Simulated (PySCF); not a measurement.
A GIAO shielding run with PySCF (density fitting, non-relativistic, gas phase) on SMILES C#CC(=O)OC(F)(F)F, C₄HF₃O₂:

```
$ OMP_NUM_THREADS=1 python probes_run.py task.json out

{"job": {"kind": "nmr", "xc": "PBE0", "basis": "pcSseg-1"}, "charge": 0, "multiplicity": 1}
C      2.914772     0.063816     0.159745
C      1.757142    -0.067906    -0.128976
C      0.396232    -0.255601    -0.530567
O     -0.001493    -0.739510    -1.537533
O     -0.440675     0.234465     0.477237
C     -1.769888     0.157716     0.306647
F     -2.355876     0.677153     1.378812
F     -2.204409     0.839208    -0.751549
F     -2.212059    -1.091755     0.178637
H      3.925137     0.187068     0.425019
```

Hardware: 1 thread of an Arm Neoverse N1, shared host. The job also computes population analyses, field gradients.

**Question.** How large is the calculation?

**Answer.** 68 electrons, 158 basis functions and 819 auxiliary functions.

**Question.** How long does it take, and how much memory does it need?

**Answer.** 27 s of wall time, with 15 SCF cycles and 5 response iterations; peak memory 0.71 GiB. Times on a shared host scatter by some tens of per cent.
